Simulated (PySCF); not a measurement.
**Worked example: oscillator strength and radiative lifetime**

GeI2, SMILES [I][Ge][I] (connectivity only; charge and spin as stated), neutral, multiplicity 1.

The structure is a stationary point at B3LYP-D3(BJ)/def2-SVP. The isomer is the one that the SMILES or the coordinates give; other isomers of the formula were not compared. The def2 effective core potentials stand for the cores of I; spin–orbit coupling is left out.

TDA-PBE0/def2-SVPD (PySCF) puts the first singlet state with f over 0.02 at 3.56 eV (vertical), with the transition dipole (0.000, -0.807, 0.000) in atomic units.

Question: Find the oscillator strength, the wavelength and the radiative lifetime that this transition would have in vacuum if emission retraced absorption.

Answer: 
|μ|² = 0.6512 au, so |μ| = 2.05 D. ΔE = 3.56/27.211 = 0.1308 hartree. f = (2/3) ΔE |μ|² = 0.057 (the program prints 0.057).
λ = 1239.84/3.56 = 348 nm; ν = 28713 cm⁻¹.
Einstein's coefficient A = 0.6670 ν² f s⁻¹ (ν in cm⁻¹) = 3.1e7 s⁻¹, so τ = 1/A = 32 ns. This state is S3; the lower singlets have f = 0.003, 0.000. The figure is the radiative limit of this one transition; relaxation, internal conversion, crossing to triplets and a medium change what is measured.
